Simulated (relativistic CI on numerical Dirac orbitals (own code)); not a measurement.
**Sensitivity of the levels of Pt²⁴⁺ to α and to the nuclear radius**

Computed by Dirac-Coulomb-Breit CI, KLI orbitals optimised for each configuration, derivatives by finite differences, unscaled Slater integrals, QED left out (own radial code, finite nucleus).

Configuration list (outside the closed core [Ar] 3d10 4p6 4d10): 4s²4f⁸, 4s4f⁹, 4f¹⁰. Levels of other configurations are missing.

With x = (α/α₀)² − 1 an excitation energy changes as ω = ω₀ + qx; K = 2q/ω₀ is the relative enhancement. Terms are leading LS components, so labels can repeat. The field-shift factor is F = δν/δ⟨r²⟩ for the transition from the lowest level.

Lowest level 4s²4f⁸ ⁷F6.

```
      Level  ω₀ (cm⁻¹)  q (cm⁻¹)  F (GHz/fm²)
 4s²4f⁸ ⁷F5    14476.9     18180        0.964
 4s²4f⁸ ⁷F4    15182.3      2925        0.292
 4s²4f⁸ ⁷F3    23786.2     21000         1.19
 4s²4f⁸ ⁷F2    26317.6     17940         1.07
 4s²4f⁸ ⁷F1    30373.0     27230         1.53
 4s²4f⁸ ⁷F0    31406.9     26800         1.52
 4s²4f⁸ ⁵D4    50372.0     17950         1.36
 4s²4f⁸ ³H6    53495.9    -13880     0.000122
4s²4f⁸ ⁵L10    61737.9      4253        0.955
 4s²4f⁸ ⁵G4    66352.3     -1123        0.706
 4s²4f⁸ ⁵L7    68166.9     560.1        0.828
 4s²4f⁸ ⁵H5    69527.9     10030         1.24
 4s²4f⁸ ³P2    71844.4      7482         1.13
```

At this charge energies of transitions that change n are usually good to better than 1 %, and those within a shell (Δn = 0) to a few per cent. Terms inside the open d or f shell come out 10 to 20 % too wide with unscaled integrals.

Problem. Which transition from the lowest level has the largest |K|?

Solution. 4s²4f⁸ ⁷F5 at 14476.9 cm⁻¹, K = 2.51.
